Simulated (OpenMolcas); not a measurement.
## Ni2+: moving or changing the point charges

Ni2+ among 6 point charges of -1 e arranged as a trigonal antiprism (D3d), 2.15 Å from the ion, with a polar angle of 48.7° against the regular 54.74°.

| Item | Value |
| --- | --- |
| Program | OpenMolcas |
| Method | CASSCF |
| Basis | ANO-RCC-VDZP [5s4p2d1f] |
| Scalar Hamiltonian | DKH2, point nucleus |
| Active space | 8 electrons in 5 orbitals (3d) |
| State averaging | 2S+1 = 3 even, 10 roots; 2S+1 = 1 even, 15 roots |
| Spin-orbit coupling | RASSI with atomic mean-field integrals over the reference wave functions |

Runs around this geometry, states (labels of D3, the rotations of D3d). Energies in cm-1 above the lowest state or level, χT in cm3 K/mol.

```csv
R (Å),q (e),Polar angle / regular,Ground state,First state of that spin,First gap with spin-orbit (degeneracies),χT at 300 K,First state of another spin
2.15,-1,0.82,3A2,3E 1406,"156.3 (1, 2)",2.709,1E 17018
2.15,-0.8,0.89,3A2,3E 1156,"116.6 (1, 2)",2.863,1E 16913
2.01,-1,0.89,3A2,3E 1972,"110.1 (1, 2)",2.370,1E 17427
2.15,-1,0.89,3A2,3E 1457,"119.9 (1, 2)",2.654,1E 17116
2.25,-1,0.89,3A2,3E 1182,"121.9 (1, 2)",2.845,1E 16931
```

Taking the first state of the same spin as R^-n, n = -ln(1182 / 1972) / ln(2.25 / 2.01) = 4.5 between the shortest and longest distance.

Scaling the charges by -0.8 / -1 = 0.80 scales the first state of the same spin by 1156 / 1457 = 0.79; with fixed orbitals a first-order splitting would follow the charge.

Without dynamic correlation the repulsion within the d shell is too large (B by tens of per cent), so at a given field states of lower spin stand too high. The ground term spreads over less than 5000 cm-1, several times less than with real ligands, so orbital moments are less quenched and χT lies further from the spin-only value than at real sites. Point charges carry no covalency, so the field is a model and not that of real ligands. No measured value stands beside these numbers.
